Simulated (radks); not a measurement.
Species: Sb V. Configuration: [Kr] 4d10 5s1.

All-electron calculation, Dirac Kohn-Sham, XLYP, spin-unpolarised, spherical densities, finite nucleus; Fermi nuclear charge, rms radius 4.6802 fm. Program: a radial shooting solver on a logarithmic mesh with Libxc functionals.

Energy parts (eV):
part                       energy
total                 -176359.652
kinetic                186102.354
electron-nucleus      -426182.128
Hartree                 68363.330
exchange-correlation    -4643.209

Orbitals (lengths in bohr, moments of r in powers of bohr; <r^-3> diverges for s and p1/2; r(max) is where P^2 peaks):
orbital  occ.  eigenvalue (eV)  <r^-3>     <r^2>   r(max)      <r>  small-component weight
1s1/2       2        -30334.16       -  0.001094  0.01834  0.02842                3.52e-02
2s1/2       2        -4651.204       -   0.01767   0.1038   0.1222                7.47e-03
2p1/2       2        -4354.655       -   0.01311  0.07981   0.1032                7.49e-03
2p3/2       4        -4102.665    4599   0.01440  0.08443   0.1087                7.14e-03
3s1/2       2        -946.3089       -    0.1248   0.3001   0.3303                2.18e-03
3p1/2       2        -825.0440       -    0.1197   0.2864   0.3208                2.12e-03
3p3/2       4        -778.5534   865.6    0.1280   0.2969   0.3322                2.02e-03
3d3/2       4        -564.2684   136.9    0.1092   0.2425   0.3033                1.91e-03
3d5/2       6        -554.6047   127.4    0.1116   0.2454   0.3069                1.88e-03
4s1/2       2        -191.3267       -    0.7054   0.7226   0.7897                6.01e-04
4p1/2       2        -150.2592       -    0.7871   0.7453   0.8305                5.40e-04
4p3/2       4        -141.6081   161.1    0.8425   0.7697   0.8593                5.11e-04
4d3/2       4         -76.4437   18.52     1.186   0.8392    1.006                3.71e-04
4d5/2       6         -75.1668   17.06     1.214   0.8482    1.017                3.64e-04
5s1/2       1         -50.0222       -     4.288    1.775    1.958                1.18e-04

The highest occupied level is 5s1/2 at -50.022 eV. The electron density at the nucleus is 2.09e+05 e/bohr^3. The density falls to 0.001 e/bohr^3 at r = 3.14 bohr.
